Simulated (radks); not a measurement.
Values are calculated unless marked as measured or tabulated.
Tm LII, 18 electrons, occupied as [Ar].

Code: a radial shooting solver on a logarithmic mesh with Libxc functionals. Model: scalar-relativistic Kohn-Sham, LDA (Slater exchange, VWN5 correlation), spin-polarised, spherical densities, finite nucleus; Fermi nuclear charge, rms radius 5.2256 fm.

Energy parts (eV):
| part | energy |
|---|---|
| total | -300693.81 |
| kinetic | 331950.86 |
| electron-nucleus | -665344.85 |
| Hartree | 36858.10 |
| exchange-correlation | -4157.92 |

Orbitals (lengths in bohr, moments of r in powers of bohr; r(90%) holds 90 % of the orbital's charge):
orbital,occ.,eigenvalue (eV),<1/r>,r(90%)
1s,2,-62722.85,79.00,0.0363
2s,2,-13404.28,18.58,0.130
2p,6,-12260.97,17.09,0.121
3s,2,-5180.724,7.416,0.299
3p,6,-4837.279,6.971,0.299
3d,0,-4496.115,6.627,0.272
4s,0,-2700.929,3.887,0.547

The highest occupied level is 3p at -4837.3 eV. For comparison, the ionisation energy in NIST's Atomic Spectra Database is 4812 eV (theoretical). In exact Kohn-Sham theory the highest level is minus the ionisation energy, but local and semilocal functionals leave it too shallow, through self-interaction and a potential that decays too fast; potentials with the right tail come closer. The density falls to 0.001 e/bohr^3 at r = 0.63 bohr. Summed over all electrons, <r^2> = 0.4368 bohr^2, which gives a Langevin (diamagnetic) susceptibility term of -0.346 x 10^-6 cm^3/mol. The electron density at the nucleus is 9.98e+05 e/bohr^3 (large components only).
